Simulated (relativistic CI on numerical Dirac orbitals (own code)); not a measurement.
# Inner-shell lines of V VII

These numbers are calculated, not measured: Dirac-Coulomb-Breit CI, orbitals from a KLI potential per configuration, model QED (radiative potential, 1s self-energy scaled to tabulated hydrogen-like ionisation energies), unscaled Slater integrals (own radial code, finite nucleus).

CI space (outside the closed core 1s2 2p6): 2s²3s²3p⁵, 2s3s²3p⁶, 2s3s²3p⁵4p, 2s²3s3p⁶, 2s3s3p⁶4p. Levels of other configurations are missing.

The table holds the strongest lines. The upper levels have an inner-shell vacancy. Auger decay, open to those above the ionisation limit, is not computed, and radiative decays to configurations outside the model are missing too. Absolute energies can be off by a few tenths of a per cent, and with unscaled integrals term splittings come out 10 to 25 % too wide, so close lines can change order. LS names give the leading component, which can be well under half, for lower levels too. Brackets number the levels in order of energy.

```csv
λ (Å),Upper,Lower,A (s⁻¹),gA (s⁻¹)
20.5466,2s3s²3p⁶ ²S1/2 [4],2s²3s²3p⁵ ²P°1/2 [2],1.18e+12,2.37e+12
20.5139,2s3s²3p⁶ ²S1/2 [4],2s²3s²3p⁵ ²P°3/2 [1],2.27e+12,4.54e+12
17.8651,2s3s3p⁶4p ²P°3/2 [26],2s²3s3p⁶ ²S1/2 [3],3.30e+11,1.32e+12
17.8633,2s3s3p⁶4p ²P°1/2 [27],2s²3s3p⁶ ²S1/2 [3],3.33e+11,6.65e+11
17.8603,2s3s²3p⁵4p ⁴D5/2 [7],2s²3s²3p⁵ ²P°3/2 [1],4.07e+10,2.44e+11
17.8601,2s3s²3p⁵4p ²S1/2 [8],2s²3s²3p⁵ ²P°3/2 [1],3.81e+11,7.63e+11
17.8537,2s3s²3p⁵4p ²D3/2 [14],2s²3s²3p⁵ ²P°1/2 [2],9.50e+10,3.80e+11
17.8431,2s3s²3p⁵4p ²D5/2 [11],2s²3s²3p⁵ ²P°3/2 [1],3.72e+11,2.23e+12
17.8406,2s3s²3p⁵4p ⁴P3/2 [16],2s²3s²3p⁵ ²P°1/2 [2],1.07e+11,4.26e+11
17.8381,2s3s²3p⁵4p ²P1/2 [17],2s²3s²3p⁵ ²P°1/2 [2],1.84e+11,3.68e+11
17.8325,2s3s²3p⁵4p ⁴P5/2 [12],2s²3s²3p⁵ ²P°3/2 [1],3.38e+10,2.03e+11
17.8322,2s3s²3p⁵4p ²P3/2 [13],2s²3s²3p⁵ ²P°3/2 [1],2.94e+11,1.18e+12
17.8295,2s3s²3p⁵4p ²D3/2 [18],2s²3s²3p⁵ ²P°1/2 [2],2.05e+11,8.22e+11
17.829,2s3s²3p⁵4p ²D3/2 [14],2s²3s²3p⁵ ²P°3/2 [1],8.16e+10,3.27e+11
17.8071,2s3s²3p⁵4p ²P1/2 [20],2s²3s²3p⁵ ²P°1/2 [2],2.03e+11,4.06e+11
17.8054,2s3s²3p⁵4p ²P3/2 [21],2s²3s²3p⁵ ²P°1/2 [2],6.92e+10,2.77e+11
17.7977,2s3s²3p⁵4p ²D5/2 [19],2s²3s²3p⁵ ²P°3/2 [1],3.02e+10,1.81e+11
17.7808,2s3s²3p⁵4p ²P3/2 [21],2s²3s²3p⁵ ²P°3/2 [1],7.96e+10,3.18e+11
17.7467,2s3s3p⁶4p ²P°1/2 [28],2s²3s3p⁶ ²S1/2 [3],1.27e+11,2.53e+11
17.7404,2s3s3p⁶4p ²P°3/2 [29],2s²3s3p⁶ ²S1/2 [3],1.23e+11,4.91e+11
```
